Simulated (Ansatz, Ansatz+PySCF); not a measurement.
```json
{"atom": "C", "x (Å)": "1.4100", "y (Å)": "0.0000", "z (Å)": "0.0000"}
{"atom": "C", "x (Å)": "0.7050", "y (Å)": "1.2211", "z (Å)": "0.0000"}
{"atom": "C", "x (Å)": "-0.7050", "y (Å)": "1.2211", "z (Å)": "0.0000"}
{"atom": "C", "x (Å)": "-1.4100", "y (Å)": "0.0000", "z (Å)": "0.0000"}
{"atom": "C", "x (Å)": "-0.7050", "y (Å)": "-1.2211", "z (Å)": "0.0000"}
{"atom": "C", "x (Å)": "0.7050", "y (Å)": "-1.2211", "z (Å)": "0.0000"}
{"atom": "C", "x (Å)": "2.8200", "y (Å)": "0.0000", "z (Å)": "0.0000"}
{"atom": "H", "x (Å)": "3.3700", "y (Å)": "0.9300", "z (Å)": "0.0000"}
{"atom": "H", "x (Å)": "3.3700", "y (Å)": "-0.9300", "z (Å)": "0.0000"}
{"atom": "H", "x (Å)": "1.2475", "y (Å)": "2.1607", "z (Å)": "0.0000"}
{"atom": "C", "x (Å)": "-1.4100", "y (Å)": "2.4422", "z (Å)": "0.0000"}
{"atom": "H", "x (Å)": "-2.4904", "y (Å)": "2.4535", "z (Å)": "0.0000"}
{"atom": "H", "x (Å)": "-0.8796", "y (Å)": "3.3835", "z (Å)": "0.0000"}
{"atom": "H", "x (Å)": "-2.4950", "y (Å)": "0.0000", "z (Å)": "0.0000"}
{"atom": "C", "x (Å)": "-1.4100", "y (Å)": "-2.4422", "z (Å)": "0.0000"}
{"atom": "H", "x (Å)": "-0.8796", "y (Å)": "-3.3835", "z (Å)": "0.0000"}
{"atom": "H", "x (Å)": "-2.4904", "y (Å)": "-2.4535", "z (Å)": "0.0000"}
{"atom": "H", "x (Å)": "1.2475", "y (Å)": "-2.1607", "z (Å)": "0.0000"}
```

Basis set: def2-SVP (spherical functions). Charge 0, multiplicity 4.

Computed with Ansatz (development build ahead of 0.2.0); each method stands on the lowest determinant of its kind that the runs found.

The atomization energy at this shape (free ground-state atoms in the same class of orbitals less the molecule, no zero-point energy) of quartet C9H9:

```csv
method,atomization energy
ωB97X (unrestricted),1998.58 kcal/mol
PBE0 (unrestricted),2032.29 kcal/mol
ROHF,1520.87 kcal/mol
```

What does UHF give?

1540.96 kcal/mol. Caution: other spin multiplicities may lie lower. Caution for ωB97X (unrestricted), PBE0 (unrestricted), UHF: the unrestricted determinant is spin contaminated. Caution for ROHF: an unrestricted determinant lies well below.

The shape needn't be a minimum at these levels.
